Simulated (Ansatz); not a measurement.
Reaction (ligand exchange at the Si–C bond): `CC[SiH2][SiH2]F` + H₂S → `F[SiH2][SiH2]S` + `CC`

Isolated molecules relaxed with PBE0-D4/def2-TZVP in Ansatz; ΔE leaves out vibrations. CCSD(T)/CBS is the MP2 limit (def2-TZVPP, def2-QZVPP) plus CCSD(T) − MP2 in def2-TZVPP, frozen cores. This one scheme is used for every species. Functionals use def2-TZVPP. B3LYP here is the variant with VWN-RPA as its local correlation; programs differ in this. One conformer a species, not always the lowest.

`CC[SiH2][SiH2]F`:

Z-matrix (Å, degrees):
```
C
C 1 1.526
H 1 1.093 2 111.4
H 1 1.093 2 111.4 3 119.8
H 1 1.093 2 111.4 3 -120.1
Si 2 1.881 1 113.4 3 -60.1
H 2 1.095 1 110.5 3 61.5
H 2 1.095 1 110.5 3 178.6
Si 6 2.344 2 112.1 1 -179.4
H 6 1.491 2 110.3 1 -57.5
H 6 1.493 2 110.5 1 61.2
F 9 1.610 6 109.5 2 57.4
H 9 1.489 6 111.6 2 -61.1
H 9 1.487 6 112.4 2 176.8
```

H₂S:

Z-matrix (Å, degrees):
```
S
H 1 1.341
H 1 1.341 2 92.3
```

`F[SiH2][SiH2]S`:

Z-matrix (Å, degrees):
```
Si
Si 1 2.343
F 1 1.610 2 107.0
H 1 1.485 2 111.1 3 117.5
H 1 1.487 2 113.4 3 -118.6
S 2 2.142 1 108.2 3 -50.6
H 2 1.486 1 110.7 3 -165.8
H 2 1.488 1 111.4 3 73.1
H 6 1.344 2 94.3 1 49.6
```

`CC`:

```xyz
8

C    -0.051   -0.260    0.712
C     0.051    0.260   -0.712
H    -0.839   -1.010    0.807
H     0.885   -0.724    1.034
H    -0.277    0.545    1.415
H     0.839    1.010   -0.807
H    -0.885    0.724   -1.034
H     0.277   -0.545   -1.415
```

```json
{"level": "PBE", "ΔE (kJ/mol)": "-68.4"}
{"level": "B3LYP", "ΔE (kJ/mol)": "-68.4"}
{"level": "HF/def2-TZVPP", "ΔE (kJ/mol)": "-70.9"}
{"level": "HF/def2-QZVPP", "ΔE (kJ/mol)": "-70.5"}
```

(1) What does CCSD(T)/CBS give? (An estimate is asked.)

Largest T1 diagnostic among the species: 0.012.

## Answers

(1) Computed: -65.0 kJ/mol. The listed levels differ from it by -3.4, -3.4, -5.9, -5.5 kJ/mol.

In def2-TZVPP, CCSD(T) changes the Hartree–Fock value by +8.9 kJ/mol (the triples alone add +0.2 kJ/mol) and MP2 by +5.2 kJ/mol.
